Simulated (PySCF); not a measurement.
Field gradients at the hydrogen positions

Compound: C4H13FSi2.
Atom-mapped SMILES: `[CH3:1][CH2:2][Si@@H:3]([CH2:4][F:5])[CH2:6][SiH3:7]` (hydrogens: H8, H9, H10 on C1; H11, H12 on C2; H13 on Si3; H14, H15 on C4; H16, H17 on C6; H18, H19, H20 on Si7)

Structure used (GFN2-xTB), in Å, numbered top down from 1:
```xyz
20
C4H13FSi2 angstrom
C     -1.6336   -1.4195    0.3038
C     -1.2658   -0.7232   -1.0037
Si    -0.2526    0.8803   -0.7876
C     -0.8106    1.7500    0.8340
F     -0.1068    2.9305    0.9927
C      1.6219    0.5800   -0.6730
Si     2.2367   -0.7679    0.5223
H     -2.2713   -0.7809    0.9105
H     -0.7431   -1.6614    0.8790
H     -2.1724   -2.3451    0.1074
H     -2.1840   -0.5024   -1.5495
H     -0.7022   -1.4173   -1.6279
H     -0.5553    1.8062   -1.8944
H     -1.8674    2.0271    0.8328
H     -0.6074    1.1558    1.7280
H      1.9958    0.3447   -1.6697
H      2.0916    1.5231   -0.3912
H      1.7409   -0.5236    1.8794
H      1.7780   -2.0840    0.0657
H      3.7023   -0.7616    0.5383
```

Level: PBE0/pcSseg-1 (PySCF, non-relativistic); Q(2H) = 0.00286 b; rigid geometry, the same for H and D, with no vibrational averaging.

Question: Rank these positions by the coupling χzz of a deuteron there, largest first.
A. H16 (methylene hydrogen)
B. H15 (methylene hydrogen)
C. H13 (Si–H hydrogen)
D. H18 (Si–H hydrogen)
E. H10 (methyl hydrogen)

Answer: A (216 kHz), E (210 kHz), B (201 kHz), D (109 kHz), C (104 kHz).

What are Vzz, η and χzz (234.96 MHz × Q × Vzz) at all hydrogens?

```json
{"atom": "H8", "bonded to": "C1", "bond length (Å)": "1.087", "Vzz (au)": "0.3151", "η": "0.02", "χzz (kHz)": "212"}
{"atom": "H9", "bonded to": "C1", "bond length (Å)": "1.087", "Vzz (au)": "0.3147", "η": "0.03", "χzz (kHz)": "211"}
{"atom": "H10", "bonded to": "C1", "bond length (Å)": "1.089", "Vzz (au)": "0.3130", "η": "0.02", "χzz (kHz)": "210"}
{"atom": "H11", "bonded to": "C2", "bond length (Å)": "1.091", "Vzz (au)": "0.3129", "η": "0.03", "χzz (kHz)": "210"}
{"atom": "H12", "bonded to": "C2", "bond length (Å)": "1.090", "Vzz (au)": "0.3136", "η": "0.03", "χzz (kHz)": "211"}
{"atom": "H13", "bonded to": "Si3", "bond length (Å)": "1.474", "Vzz (au)": "0.1548", "η": "0.01", "χzz (kHz)": "104"}
{"atom": "H14", "bonded to": "C4", "bond length (Å)": "1.093", "Vzz (au)": "0.3002", "η": "0.10", "χzz (kHz)": "202"}
{"atom": "H15", "bonded to": "C4", "bond length (Å)": "1.093", "Vzz (au)": "0.2988", "η": "0.10", "χzz (kHz)": "201"}
{"atom": "H16", "bonded to": "C6", "bond length (Å)": "1.090", "Vzz (au)": "0.3207", "η": "0.00", "χzz (kHz)": "216"}
{"atom": "H17", "bonded to": "C6", "bond length (Å)": "1.091", "Vzz (au)": "0.3175", "η": "0.01", "χzz (kHz)": "213"}
{"atom": "H18", "bonded to": "Si7", "bond length (Å)": "1.465", "Vzz (au)": "0.1620", "η": "0.01", "χzz (kHz)": "109"}
{"atom": "H19", "bonded to": "Si7", "bond length (Å)": "1.467", "Vzz (au)": "0.1613", "η": "0.01", "χzz (kHz)": "108"}
{"atom": "H20", "bonded to": "Si7", "bond length (Å)": "1.466", "Vzz (au)": "0.1615", "η": "0.01", "χzz (kHz)": "109"}
```

Average by the element that carries the hydrogen.

on C: 210 kHz over 9 positions, mean bond length 1.090 Å; on Si: 107 kHz over 4 positions, mean bond length 1.468 Å.

The structure is a single GFN2-xTB conformer in the gas phase; no vibrational or solvent corrections. GFN2-xTB bond lengths can be off by several hundredths of an ångström, more for odd bonds, and the gradients follow them. With a basis this small, the couplings can be 20 % off.
